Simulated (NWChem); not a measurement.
**Correlation energy of CH2ClF**

```xyz
5

F      1.3594    -0.7713     0.0000
C      0.6965     0.4075     0.0000
Cl    -1.0767     0.1499     0.0000
H      0.9452     0.9746     0.9090
H      0.9452     0.9746    -0.9090
```
Charge 0, spin multiplicity 1.

Program: NWChem. The geometry was optimised at B3LYP/def2-SVP, a minimum by its harmonic frequencies.

Basis set: 6-311G**. Each correlation energy counts from its own Hartree-Fock reference.

The correlated methods keep 7 core orbitals frozen. The Pople sets run with spherical d functions. The structure started from a generated list of species. Coupled-cluster values serve here as a point of comparison, not as the truth.

**Question.** One of these methods gave a correlation energy of -490.4 mHa. Which?
A. CCSD
B. CR-CCSD[T]
C. SCS-MP2
D. MP2

**Answer.** D, MP2. The others give -479.6 (SCS-MP2), -526.5 (CR-CCSD[T]), -515.0 (CCSD).
